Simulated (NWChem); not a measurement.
Molecule: CH$_{4}$Cl$_{2}$Sn; SMILES [Cl][SnH]([CH3])[Cl]

All runs: NWChem. All runs use the structure optimised with PBE0/def2-SVP. No frequency run checked for a minimum. def2 effective core potentials on Sn; no spin-orbit coupling. Gas phase, vertical.

PBE0/def2-SVPD, TDA puts singlet state 1 at 6.06 eV with oscillator strength 0.061.

### Question
Give the wavelength, the transition dipole and the radiative lifetime of that state in vacuum.

### Answer

1. λ = 1239.84/6.06 = 205 nm, or 48880 cm⁻¹.
2. f = (2/3) ΔE μ² in atomic units, so μ = √(1.5 f/ΔE) = 0.64 a.u. = 1.63 D.
3. τ = 1.499 s cm⁻² / (f ν²) = 10 ns, for a non-degenerate state that emits at the vertical energy.
